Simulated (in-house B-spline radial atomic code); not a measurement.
Removing one electron from the tungsten ion W⁶⁸⁺

Closed shell [He] 2s2 (2p1/2)2. Computed with a B-spline radial code for spherical atoms: Koopmans values of Dirac-Hartree-Fock plus a diagonal self-energy, in second order or with its direct term screened (direct RPA, with the hole-particle interaction, or full time-dependent Hartree-Fock), linearised in energy; no-pair Dirac-Coulomb Hamiltonian, finite nucleus. Shifts add to the Koopmans value (the ΔSCF shift is orbital relaxation alone); the final value takes TDHF screening with Breit and QED.

The shells are closed in jj coupling only; the real ground state mixes other jj configurations.

Command:
```bash
python run_mb.py task.json out
```
Settings (nuclear radius in fm, box in bohr, cutoff in hartree; a minus after a letter marks j = l - 1/2):
```
basis_form          2
Z                   74
core_configuration  [He] 2s2 2p-2
rms_radius          5.3658
mass_number         184
speed_of_light      137.036
box_radius          2.054
lmax                7
intervals           55
virtual_cutoff      21904.0
```

Run time, properties included: 1.6 s on 1 thread of Arm Neoverse V1, on a shared host.

Energies in eV:

```json
{"subshell": "2p1/2", "Koopmans": "18459.21", "ΔSCF shift": "-1.660", "second order": "?", "direct RPA": "?", "hole-particle": "?", "TDHF": "?", "Breit + QED": "?", "final": "?"}
{"subshell": "2s1/2", "Koopmans": "18730.53", "ΔSCF shift": "-1.101", "second order": "-0.783", "direct RPA": "-0.683", "hole-particle": "-1.056", "TDHF": "-1.061", "Breit + QED": "-39.510", "final": "18689.96"}
```

(1) What does the self-energy do to 2p1/2?

Results:

(1) It shifts the removal energy by 0.483 eV in second order, 0.686 with direct RPA, 0.386 with the hole-particle term and 0.357 with TDHF screening (quasi-particle weight 0.999); Breit and QED add -40.954 eV. The final value is 18418.61 eV, against 18476 ± 4 eV (NIST, semi-empirical).
